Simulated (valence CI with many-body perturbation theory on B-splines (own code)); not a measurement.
Values are calculated unless marked as measured or tabulated.
## Hyperfine factors and g values of Te XXXVIII

Level of theory: configuration interaction combined with many-body perturbation theory (CI+MBPT): five valence electrons over a frozen Dirac-Fock core [Ne], radial functions for each j: 9 s, 9 p, 8 d, 6 f, 3 g, 1 h, with the one-electron correlation potential Σ1 (screened to all orders), the two-electron term Σ2, the three-electron term Σ3, Breit, model QED; selected single and double excitations, second order for the rest (own B-spline code, finite nucleus).

The last digits are not significant, and no measured levels were compared; by estimate large intervals hold to a few tenths of a per cent, small ones and those within an open d or f shell to about a per cent. Among the levels kept, up to 530 cm⁻¹ of a level comes from second order outside the variational space, and about a tenth of that is noise between levels of different J, which matters for small intervals.

A/g_I is the dipole constant over the nuclear g factor μ/I (μ in nuclear magnetons, uniformly magnetised nucleus), B/Q the quadrupole constant per barn. Both hold the static response of the core; the bare values leave it out. Large factors of s and p1/2 electrons are usually good to 5 to 10 %; those of open d and f shells near neutrality can be off by tens of per cent, and small factors of p3/2, d and f electrons come from cancelling terms and can be off by a factor of two or in sign, in half-filled shells by more. B is blank for J = 1/2, where it vanishes, and for nearly pure S terms. Energies count from the lowest level.

Levels are named by their leading jj configuration (3d3/2^4 stands for four electrons in 3d with j = 3/2), which in mixed levels can hold well under half, so a name can repeat and another be missing. Letters in brackets count levels of one name in rising energy.

```tsv
Level	E (eV)	g	A/g_I (MHz)	A/g_I bare	B/Q (MHz/b)	B/Q bare
(3s^2 3p1/2^2 3p3/2) J=3/2	0.00	1.412	56300	56400	99000	97200
(3s^2 3p1/2 3p3/2^2) J=3/2	58.64	1.428	-585	944	25100	24600
(3s^2 3p1/2 3p3/2^2) J=5/2	66.40	1.194	126000	124000	-383	-372
(3s^2 3p1/2 3p3/2^2) J=1/2	75.96	0.658	384000	374000		
(3s^2 3p3/2^3) J=3/2	135.58	1.279	63800	63400	-124000	-122000
(3s^2 3p1/2^2 3d3/2) J=3/2	143.90	0.801	23100	24200	3950	4950
(3s 3p1/2^2 3p3/2^2) J=5/2	153.46	1.450	202000	199000	12900	13000
(3s^2 3p1/2^2 3d5/2) J=5/2	171.96	1.236	78600	77900	52000	52000
(3s 3p1/2^2 3p3/2^2) J=1/2	178.29	2.238	998000	972000		
(3s 3p1/2^2 3p3/2^2) J=3/2	179.73	1.157	-90700	-86100	-28400	-27800
(3s^2 3p1/2 3p3/2 3d3/2) J=5/2 [a]	202.63	0.965	98900	97600	-20300	-19500
(3s^2 3p1/2 3p3/2 3d3/2) J=3/2 [a]	203.11	0.941	85600	84900	-70500	-69200
(3s^2 3p1/2 3p3/2 3d3/2) J=1/2 [a]	203.88	0.243	133000	131000		
(3s^2 3p1/2 3p3/2 3d3/2) J=7/2	209.89	1.081	90100	89300	78300	77700
(3s^2 3p1/2 3p3/2 3d5/2) J=3/2 [a]	212.75	1.465	110000	109000	-59200	-57900
(3s^2 3p1/2 3p3/2 3d5/2) J=7/2 [a]	218.04	1.307	-7420	-5640	123000	122000
(3s^2 3p1/2 3p3/2 3d5/2) J=5/2 [a]	219.67	1.184	168000	165000	-108000	-106000
(3s^2 3p1/2 3p3/2 3d5/2) J=9/2	226.00	1.211	67800	67400	87400	87300
(3s^2 3p1/2 3p3/2 3d3/2) J=5/2 [b]	227.94	1.308	39400	40300	58300	57300
(3s^2 3p1/2 3p3/2 3d3/2) J=1/2 [b]	231.51	1.455	207000	201000		
(3s^2 3p1/2 3p3/2 3d3/2) J=3/2 [b]	232.62	1.240	2500	4340	4580	4150
(3s 3p1/2 3p3/2^3) J=3/2 [a]	236.58	1.205	15700	17100	-63400	-62100
(3s^2 3p1/2 3p3/2 3d5/2) J=7/2 [b]	240.67	1.076	77600	76700	43600	44000
(3s^2 3p1/2 3p3/2 3d5/2) J=1/2 [a]	241.67	1.676	-114000	-107000		
(3s^2 3p1/2 3p3/2 3d5/2) J=5/2 [b]	241.79	1.154	87700	86600	-13600	-12600
(3s^2 3p1/2 3p3/2 3d5/2) J=3/2 [b]	248.75	1.011	110000	108000	-10300	-10000
(3s^2 3p1/2 3p3/2 3d5/2) J=5/2 [c]	250.01	1.233	122000	120000	-39300	-38300
(3s 3p1/2 3p3/2^3) J=3/2 [b]	258.85	1.179	121000	119000	24800	24400
(3s^2 3p1/2 3p3/2 3d5/2) J=1/2 [b]	262.91	1.172	-70500	-67400		
(3s^2 3p3/2^2 3d5/2) J=7/2	286.11	1.265	34000	34600	24000	24000
(3s^2 3p3/2^2 3d5/2) J=1/2	287.41	1.133	145000	142000		
(3s^2 3p3/2^2 3d5/2) J=9/2	289.08	1.223	36600	37000	79000	78900
(3s^2 3p3/2^2 3d3/2) J=5/2	290.37	1.197	85200	84500	-27500	-27300
(3s^2 3p3/2^2 3d3/2) J=3/2 [a]	291.06	1.166	31000	31700	-38700	-38500
(3s^2 3p3/2^2 3d3/2) J=1/2	291.09	1.729	63700	63800		
(3s^2 3p3/2^2 3d3/2) J=7/2	293.87	1.086	49900	50000	11500	12600
(3s 3p1/2^2 3p3/2 3d3/2) J=5/2 [a]	299.36	1.354	193000	190000	24500	23800
(3s 3p1/2^2 3p3/2 3d3/2) J=3/2 [a]	300.50	1.440	173000	171000	-5390	-5940
(3s 3p1/2^2 3p3/2 3d3/2) J=1/2 [a]	300.88	2.756	617000	604000		
(3s 3p1/2^2 3p3/2 3d3/2) J=7/2	302.90	1.382	185000	183000	65900	65100
```

Problem. Take the isotope of mass number 125, with I = 1/2, μ = -0.887 μN. What is the hyperfine structure of (3s^2 3p3/2^3) J=3/2?

Solution. From the table A = -113000 MHz. Shifts from the centre of gravity in MHz: F = 1: 141000, F = 2: -84800.
